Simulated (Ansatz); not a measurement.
A search over several starts for the lowest SCF solution of Au4F3 at the given spin, in a small basis.

```yaml
crystal:
  periodic: [false, false, false]
  atoms:
    - {symbol: Au, position_ang: [1.066493, -0.824778, -1.362246]}
    - {symbol: Au, position_ang: [0.149070, 1.776587, -1.268757]}
    - {symbol: Au, position_ang: [-1.107756, 1.607065, 0.987364]}
    - {symbol: Au, position_ang: [-0.538206, -1.040439, 1.517102]}
    - {symbol: F, position_ang: [0.601170, -2.122368, 0.176144]}
    - {symbol: F, position_ang: [1.466514, 0.510629, -2.809382]}
    - {symbol: F, position_ang: [-1.637286, 0.093314, 2.759773]}
basis:
  gaussian: {orbitals: def2-SVP, initial_orbitals: start.molden}
magnetization: {spin_polarized: true, initial_magnetization: 1}
hamiltonian: {xc: pbe, dispersion: d4}
output: {orbitals: {seedname: orbitals}}
```

The file start.molden holds the orbitals of an earlier run on this structure, at another level or in another basis.

```sh
$ ansatz run in.yaml --threads 4 --pin off --events-out ev --progress --plain --max-ram 4787MiB
```

Output, abridged:

```
Functional definition: PBE
1724 factors; their error is unknown
mean field evaluation 1: about -22881.7154 eV, gradient 2.4e2 eV
mean field evaluation 2: about -22895.4348 eV, gradient 2.3e1 eV
mean field evaluation 4: about -22913.4562 eV, gradient 1.2e1 eV
mean field evaluation 8: about -22916.2228 eV, gradient 9.3e-2 eV
mean field evaluation 16: about -22915.5310 eV, gradient 1.5e1 eV
mean field evaluation 32: about -22916.2230 eV, gradient 9.2e-4 eV
mean field evaluation 64: about -22916.1995 eV, gradient 1.5e0 eV
mean field -22916.22299539 eV, -842.1556619066 hartree, gradient 2.0e-5 eV, S^2 0.752550; 5 other end points of the search recorded, 0 dependent functions left out
reference -22916.22304914 eV, -842.1556638820 hartree; 52, 51 occupied and 118, 119 virtual orbitals, 1724 factors
Total energy: -22916.59179067 eV, -842.1692148833 hartree
```

It took 9.5 s on 4 threads of Intel Xeon 6975P-C on a shared host, peak host memory 0.6 GiB.

In the def2 sets Au takes a core potential; there is no spin–orbit coupling. No other spin state of charge 0 was run. The structure comes from a short search, and lower isomers may exist.
